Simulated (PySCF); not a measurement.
# Bonding in `O=C(O)Cc1ccccc1`

Species: C₈H₈O₂.
Numbering: `[O:1]=[C:2]([OH:3])[CH2:4][c:5]1[cH:6][cH:7][cH:8][cH:9][cH:10]1` (hydrogens: H11 on O3; H12, H13 on C4; H14 on C6; H15 on C7; H16 on C8; H17 on C9; H18 on C10)

Geometry (PBE0-D3(BJ)/def2-SVP, Å), atoms numbered from 1 in this order:
```xyz
18
C8H8O2 angstrom
O      2.959    0.819   -0.630
C      2.434   -0.115   -0.086
O      2.741   -0.498    1.161
C      1.332   -0.958   -0.682
C     -0.011   -0.361   -0.333
C     -0.508    0.728   -1.056
C     -1.727    1.308   -0.713
C     -2.463    0.809    0.361
C     -1.969   -0.269    1.093
C     -0.749   -0.848    0.750
H      3.408    0.129    1.482
H      1.481   -0.965   -1.770
H      1.406   -1.984   -0.299
H      0.073    1.127   -1.891
H     -2.106    2.155   -1.290
H     -3.420    1.262    0.629
H     -2.538   -0.665    1.938
H     -0.362   -1.691    1.329
```

Bond orders from the PBE0/pcSseg-1 density (PySCF). One conformer (not necessarily the lowest) at the PBE0-D3(BJ)/def2-SVP geometry, without solvent, vibrations or thermal averaging.

How far do the computed orders between heavy atoms stray from the drawn ones?

The largest departure is 0.145, at C2–O3 (drawn single, 1.145), counting aromatic bonds as 1.5. Drawn single, order above 1.12: C2–O3 (1.145). The bonds drawn aromatic range from 1.39 to 1.44.

Set the Mayer orders of the bonds between heavy atoms beside their lengths.

| bond | drawn as | length (Å) | Mayer order |
| --- | --- | --- | --- |
| O1–C2 | double | 1.202 | 1.972 |
| C2–O3 | single | 1.339 | 1.145 |
| C2–C4 | single | 1.510 | 0.935 |
| C4–C5 | single | 1.510 | 1.067 |
| C5–C6 | aromatic | 1.399 | 1.391 |
| C6–C7 | aromatic | 1.393 | 1.439 |
| C7–C8 | aromatic | 1.394 | 1.425 |
| C8–C9 | aromatic | 1.394 | 1.431 |
| C9–C10 | aromatic | 1.394 | 1.437 |
| C10–C5 | aromatic | 1.398 | 1.397 |

Bonds between the same two heavy elements. C–O: lowest C2–O3 (1.145, 1.339 Å), highest O1–C2 (1.972, 1.202 Å). C–C: lowest C2–C4 (0.935, 1.510 Å), highest C6–C7 and C9–C10 (1.439, 1.393 Å). Bonds named together lie within 0.004.

And the bonds to hydrogen?

H–O: 0.93 (1 bond); C–H: 0.93 to 0.97 (7 bonds).

Sum the orders of all bonds at each heavy atom with more than one neighbour and set the sums beside the valence in the SMILES.

C2 4.052 (drawn 4), O3 2.076 (drawn 2), C4 3.871 (drawn 4), C5 3.855 (drawn 4), C6 3.799 (drawn 4), C7 3.827 (drawn 4), C8 3.823 (drawn 4), C9 3.831 (drawn 4), C10 3.805 (drawn 4). Orders between atoms that aren't bonded are not in these sums.

For a closed shell the Mayer order of atoms A and B is Σ (PS)μν (PS)νμ over the basis functions μ on A and ν on B, with P the density and S the overlap matrix.
